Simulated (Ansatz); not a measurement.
System: sum formula BOCl2 (charge 0, doublet). It need not be the lowest isomer of its formula. 
Structure (B3LYP-D3(BJ)/def2-TZVP (Ansatz, a program for electronic structure) minimum search):
```xyz
4

B     -0.3263    -0.1169    -0.1195
Cl     0.1564     1.5204    -0.5290
Cl     0.6475    -1.2323     0.8233
O     -1.5044    -0.5390    -0.5508
```
Charge 0, spin multiplicity 2.

Basis-set convergence of Hartree-Fock and CCSD(T) correlation energies (hartree) with Ansatz. Correlated levels leave the core frozen unless marked. Open shells are spin-unrestricted. No spin-orbit coupling. No relativistic terms.

```tsv
basis	functions	E(HF)	E(corr, CCSD(T))
cc-pV(D+d)Z	74	-1018.65832	-0.54571
cc-pV(T+d)Z	138	-1018.71631	-0.72529
cc-pV(Q+d)Z	238	-1018.73039	-0.78597
cc-pV(5+d)Z	382	-1018.73323	-0.80648
```

Extrapolating the two largest sets (X = 4 and 5) as X^-3: E(corr) = (125·(-0.80648) - 64·(-0.78597))/61 = -0.8280 Eh, an estimate of the basis-set limit. The largest set recovers 97.4 % of it, the smallest 65.9 %.
